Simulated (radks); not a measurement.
Numerical settings for neutral boron, [He] 2s2 2p1. Calculated with a radial shooting solver on a logarithmic mesh with Libxc functionals: Dirac Kohn-Sham, BLYP, spin-unpolarised, spherical densities, point nucleus; open shells fill j = l - 1/2 first. The defaults (mesh step 0.008 in ln r, mesh end at 40 bohr or more with all orbitals vanishing there, Anderson mixing 0.5 over 9 steps, residual threshold near 1e-9 with the energy settled to 1e-9 hartree or 1e-11 of itself, here a cap of 81 iterations) give E = -24.6448 hartree and 2p1/2 at -3.538 eV in 13 iterations. Run on one thread of a shared host, so times are rough (Arm Neoverse V1): 0.04 s of CPU time, 0.04 s wall, 13 iterations on 2496 mesh points. Changes against that run (0 stands for a change within the tolerance of the run):

| setting | iterations | converged | E (mhartree) | e(2p1/2) (meV) | CPU (s) |
|---|---|---|---|---|---|
| mesh step in ln r 0.08 | 13 | yes | +0.000352 | 0 | 0.01 |
| mesh step in ln r 0.2 | 81 | no | -1.7e+05 | - | 0.09 |
| mesh step in ln r 0.003 | 13 | yes | 0 | 0 | 0.1 |
| mesh end (bohr) 12 | 13 | yes | +0.0199 | +3.8 | 0.04 |
| mesh end (bohr) 1 | 13 | level above zero | +2.59e+04 | +2.09e+05 | 0.03 |
| residual threshold 0.01 | 8 | yes | 0 | +0.0885 | 0.03 |
| residual threshold 1e-13 | 19 | yes | 0 | 0 | 0.05 |
| mixing 1 | 10 | yes | 0 | 0 | 0.04 |
| linear mixing, mixing 1 | 46 | yes | 0 | 0 | 0.1 |
| linear mixing, mixing 0.2 | 81 | no | 0 | 0 | 0.16 |
| mixing history 2 | 17 | yes | 0 | 0 | 0.05 |
| iteration cap 5 | 5 | no | +0.00714 | -43.6 | 0.02 |

Settled on a wrong energy, with an occupied level pushed above zero by the early mesh end: mesh end (bohr) 1 (+25.9 hartree). Apart from these: no run marked as converged misses the energy by more than 1 mhartree. A mesh that ends early acts as a hard wall.
